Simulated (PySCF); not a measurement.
**The 8-electron isoelectronic series, spin-free X2C**

All values are computed (PySCF 2.14, energy differences of UHF-based or UKS calculations, no spin-orbit coupling). Each ion has its own even-tempered basis scaled to its charge (18s13p6d5f4g for the first); frozen: nothing. Ionisation energies in eV, correlation energies of the ion in mhartree.

```
  ion      configuration      UHF      LDA      PBE     PBE0   r2SCAN  MP2 (all electrons)  E_corr MP2  NIST (with spin-orbit, Breit and QED)
Ta⁶⁵⁺  [He] 2s2 2p4 (3P)  16204.3  16195.9  16207.5  16207.2  16210.5              16206.1      -327.5                         15820 ± 30 (t)
 W⁶⁶⁺  [He] 2s2 2p4 (3P)  16706.3  16697.7  16709.6  16709.2  16712.6              16708.1      -328.2                         16252 ± 11 (s)
Re⁶⁷⁺  [He] 2s2 2p4 (3P)  17216.9  17208.1  17220.2  17219.9  17223.3              17218.8      -330.0                         16780 ± 40 (t)
Os⁶⁸⁺  [He] 2s2 2p4 (3P)  17736.2  17727.2  17739.5  17739.2  17742.7              17738.1      -332.3                         17270 ± 50 (t)
Ir⁶⁹⁺  [He] 2s2 2p4 (3P)  18264.2  18255.0  18267.6  18267.2  18270.8              18266.1      -334.2                         17770 ± 50 (t)
Pt⁷⁰⁺  [He] 2s2 2p4 (3P)  18801.0  18791.6  18804.4  18804.0  18807.7              18802.9      -336.3                         18280 ± 60 (t)
Au⁷¹⁺  [He] 2s2 2p4 (3P)  19346.7  19337.0  19350.1  19349.7  19353.5              19348.5      -338.6                         18790 ± 60 (t)
Hg⁷²⁺  [He] 2s2 2p4 (3P)  19901.3  19891.4  19904.7  19904.3  19908.1              19903.1      -340.8                         19310 ± 70 (t)
Tl⁷³⁺  [He] 2s2 2p4 (3P)  20464.8  20454.8  20468.3  20467.9  20471.8              20466.7      -343.0                         19840 ± 90 (t)
Pb⁷⁴⁺  [He] 2s2 2p4 (3P)  21037.5  21027.2  21041.0  21040.6  21044.6              21039.4      -345.6                         20380 ± 90 (t)
```

Each ion has its own basis, which adds noise of up to about 0.1 % along the series.

NIST values marked (s) are semi-empirical, (t) theoretical. Open shells are high-spin determinants of the terms that Hund's rules give; for the heavier ions, far from LS coupling, these are not the ground levels.

Spin-orbit coupling of the open shells is absent from the calculated values and included in NIST's; it grows fast with Z.

At high Z the X2C-1e correlation energies are inflated by the missing two-electron picture change in the 1s pairs.
